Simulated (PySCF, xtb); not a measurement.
Ge(H)2(F)(OMe) (CH5FGeO), SMILES [F][GeH2][O]C. Other conformers were not sampled.

Harmonic wavenumbers (cm⁻¹) from GFN2-xTB in xtb at its own minimum, in rising order: 76, 96, 161, 250, 469, 493, 512, 566, 661, 728, 1054, 1127, 1136, 1409, 1475, 1477, 1929, 2072, 2952, 2961, 2987.

Problem. What does PBE0-D3(BJ)/def2-SVP run with PySCF give at its own minimum? (The exact figures need the calculation; the answer reports its results.)

Solution. 76, 102, 202, 278, 590, 660, 685, 716, 822, 848, 1156, 1176, 1204, 1469, 1471, 1480, 2178, 2233, 3007, 3091, 3139. Paired by order, the mean absolute difference is 95 cm⁻¹ and the zero-point energies are 35.2 and 38.0 kcal/mol.
